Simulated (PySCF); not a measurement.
## MNi for M along the chalcogens

PBE0 with triple-zeta basis sets in PySCF, for the lowest determinant that a PBE0 search found; no spin–orbit coupling. De refers to high-spin ground-configuration atoms. A positive dipole means M(−)Ni(+).

| M | basis | state (unpaired electrons) | Re (Å) | ωe (cm⁻¹) | De (eV) | μ (D) |
| --- | --- | --- | --- | --- | --- | --- |
| O | def2-TZVPP | triplet (π ↑↑) | 1.613 | 890 | n/a | 4.85 |
| S | x2c-TZVPPall | triplet (π ↑↑) | 1.943 | 546 | n/a | 4.35 |
| Se | x2c-TZVPPall | triplet (π ↑↑) | 2.069 | 399 | n/a | 4.11 |

The shortest bond is that of NiO (1.613 Å), the longest that of NiSe (2.069 Å).

The rows differ in basis set, which adds steps of its own.

Down a group the atoms grow and get heavier, so bonds lengthen and wavenumbers fall; this series shows no clear exception.

De is left out where the level can put another filling of the metal’s s and d shells below the measured ground configuration, by anything from nothing to about 1 eV. Spin–orbit coupling is left out. The state is the lowest single determinant that the PBE0 search found; with open d or f shells the true ground state can be another one.
